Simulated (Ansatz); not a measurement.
C3H7FGe (`C[C]1(F)[CH2][GeH2]1`), relaxed with RKS PBE0-D4/def2-TZVP in the Gaussian-basis code of Ansatz from a PBE-D4/def2-SVP geometry. The force threshold is 0.005 eV/Å; the program also tests the step.

Total charge 0; spin multiplicity 1.

Start:

```xyz
12

C    -0.142    0.887    1.305
C    -0.361   -0.255    0.347
F    -1.273   -1.167    0.853
C     0.831   -0.902   -0.336
Ge   -0.368    0.010   -1.626
H     0.316    0.509    2.246
H    -1.102    1.379    1.554
H     0.537    1.646    0.871
H     1.833   -0.498   -0.107
H     0.797   -2.004   -0.368
H     0.130    1.332   -2.235
H    -1.199   -0.937   -2.504
```

```tsv
step	energy (eV)	largest force (eV/Å)	largest move (Å)
1	-62447.7028	0.545	0.000
2	-62447.7439	0.193	0.029
3	-62447.7484	0.055	0.026
4	-62447.7486	0.013	0.006
5	-62447.7487	0.016	0.006
6	-62447.7487	0.011	0.004
7	-62447.7487	0.010	0.003
8	-62447.7487	0.006	0.004
9	-62447.7487	0.003	0.001
```

End:

```xyz
12

C    -0.139    0.880    1.282
C    -0.365   -0.254    0.335
F    -1.257   -1.164    0.859
C     0.830   -0.900   -0.325
Ge   -0.345   -0.004   -1.612
H     0.313    0.509    2.209
H    -1.080    1.377    1.525
H     0.536    1.617    0.844
H     1.810   -0.504   -0.080
H     0.791   -1.984   -0.362
H     0.090    1.343   -2.179
H    -1.184   -0.915   -2.496
```

Run time 44 s (4 threads of a server CPU on a shared host); peak host memory 0.64 GiB.
